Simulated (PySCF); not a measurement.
Si(H)(SiH3) anion (H₄Si₂), SMILES [SiH][SiH3] (connectivity only; charge and spin as stated), charge -1, multiplicity 2.

Geometry optimised at ωB97X-D3(BJ)/def2-TZVPD. The spin state was assumed, not searched. The isomer is the one that the SMILES or the coordinates give; other isomers of the formula were not compared.

Level of theory: B3LYP/def2-TZVPD (PySCF).

Gas-phase values at a fixed geometry. A positive occupied level means that this level leaves the electron formally unbound; only the finite basis holds it.

### Question
Estimate the frontier levels, dipole moment and polarisability. (The exact figures need the calculation; the answer reports its results.)

### Answer

```yaml
"α spin, highest occupied and lowest empty level": 0.35 and 3.73 eV
"β spin, highest occupied and lowest empty level": -0.73 and 2.72 eV
dipole_moment_about_the_centre_of_nuclear_charge: 2.16 D
mean_static_polarisability: 105.3 bohr³ (15.60 Å³)
polarisability_principal_values: 86.5, 92.6, 136.7 bohr³
"⟨S²⟩": 0.755 (pure state 0.75)
```
